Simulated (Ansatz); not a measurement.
`OB[SiH2][AlH2]` + H₂S → `[AlH2][SiH2]S` + `BO`  (cleavage of the Si–B bond)

Gas-phase electronic energies from Ansatz, PBE0-D4/def2-TZVP geometries. CCSD(T)/CBS is the MP2 limit (def2-TZVPP, def2-QZVPP) plus CCSD(T) − MP2 in def2-TZVPP, frozen cores. This one scheme is used for every species. DFT in def2-TZVPP. HSE06 is defined as in plane-wave codes. Each species was taken in one conformer, which may not be the lowest.

`OB[SiH2][AlH2]`:

Cartesian coordinates in Å:
```
O 0.049 -2.039 1.207
B 0.808 -1.057 0.668
Si 0.085 0.828 0.598
Al -0.981 1.147 -1.588
H 0.461 -2.907 1.168
H 1.879 -1.335 0.187
H 1.224 1.790 0.700
H -0.873 1.115 1.705
H -0.091 1.207 -2.905
H -2.560 1.250 -1.739
```

H₂S:

Z-matrix (Å, degrees):
```
S
H 1 1.341
H 1 1.341 2 92.3
```

`[AlH2][SiH2]S`:

```xyz
8

Al    0.852   -1.580   -0.326
Si   -0.213    0.473    0.506
S    -0.979    1.528   -1.202
H     0.876   -1.907   -1.878
H     1.521   -2.584    0.707
H     0.753    1.333    1.251
H    -1.318    0.171    1.462
H    -1.492    2.566   -0.519
```

`BO`:

Z-matrix (Å, degrees):
```
B
O 1 1.348
H 1 1.196 2 116.8
H 1 1.202 2 120.7 3 -180.0
H 2 0.961 1 113.5 3 180.0
```

```
             level  ΔE (eV)
        r2SCANh-D4    -0.68
          HSE06-D4    -0.66
           ωB97X-V    -0.70
            B2PLYP    -0.72
               PBE    -0.59
              PBE0    -0.65
RPA@PBE/def2-TZVPP    -0.66
     HF/def2-TZVPP    -0.84
```

(1) What does CCSD(T)/CBS give? (Best estimate.)

Largest T1 diagnostic among the species: 0.015.

## Answers

(1) Computed: -0.72 eV. The listed levels differ from it by 0.04, 0.06, 0.02, 0.00, 0.13, 0.07, 0.06, -0.12 eV.

From BLYP to BHLYP (50 % exact exchange), in def2-TZVPP and without D4, ΔE moves by −0.11 eV. At CCSD(T), def2-SVP lies +0.13 eV from the extrapolated value and def2-TZVPP +0.04 eV. In def2-TZVPP, CCSD(T) changes the Hartree–Fock value by +0.16 eV (the triples alone add +0.01 eV) and MP2 by +0.06 eV.
